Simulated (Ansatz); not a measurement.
Two isomers of C2H10N2Si: A = `C[SiH](N)CN`, B = `CN[SiH2]CN`.

Isolated molecules relaxed with PBE0-D4/def2-TZVP in Ansatz; ΔE leaves out vibrations. CCSD(T)/CBS adds triple-zeta CCSD(T) − MP2 to the extrapolated MP2 energy (def2 sets, frozen cores). DFT in def2-TZVPP. B3LYP here is the variant with VWN-RPA as its local correlation; programs differ in this. One conformer a species, not always the lowest.

Task: Which isomer does CCSD(T)/CBS put lower? Give the gap. (Estimate.)

Result: The calculation gave: A, by 21.6 kcal/mol.

Task: Give E(B) − E(A) in kcal/mol with HF/def2-TZVPP, PBE-D4, B2PLYP, B3LYP, CCSD(T)/def2-TZVPP, ωB97M-V, B3LYP-D4. (Estimate.)

Result: Computed: HF/def2-TZVPP 19.3, PBE-D4 21.0, B2PLYP 21.0, B3LYP 20.4, CCSD(T)/def2-TZVPP 21.1, ωB97M-V 21.7, B3LYP-D4 20.5. None reverses the order clearly.

Largest T1 diagnostic: 0.010.

In def2-TZVPP, CCSD(T) changes the Hartree–Fock value by +1.8 kcal/mol (the triples alone add +0.2 kcal/mol) and MP2 by +2.9 kcal/mol.
